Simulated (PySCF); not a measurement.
## Radial density of As⁺ (arsenic, charge +1)

UHF, [Ar] 3d10 4s2 4p2, high-spin 3P determinant. All numbers are calculated (PySCF 2.14, the spin-free X2C one-electron Hamiltonian (Gaussian nucleus), in aug-cc-pVDZ-DK).

| r (bohr) | 4πr²ρ (e/bohr) | 4πr²(ρα − ρβ) |
| --- | --- | --- |
| 0.00102 | 0.5221 | 0.0000 |
| 0.00171 | 1.255 | 0.0000 |
| 0.00288 | 2.969 | 0.0000 |
| 0.00485 | 6.752 | 0.0000 |
| 0.00815 | 14.21 | 0.0001 |
| 0.0137 | 26.07 | 0.0005 |
| 0.0231 | 38.12 | 0.0028 |
| 0.0388 | 39.46 | 0.0127 |
| 0.0653 | 32.80 | 0.0400 |
| 0.110 | 42.96 | 0.0607 |
| 0.185 | 42.28 | 0.0024 |
| 0.311 | 24.36 | 0.0478 |
| 0.522 | 30.96 | 0.1183 |
| 0.879 | 12.78 | 0.0297 |
| 1.48 | 3.261 | 0.8114 |
| 2.49 | 1.466 | 0.8207 |
| 4.18 | 0.1539 | 0.1212 |
| 7.03 | 0.0003703 | 0.0003 |

Densities and radii are taken from the X2C orbitals without a picture-change correction, which distorts them close to the nucleus.
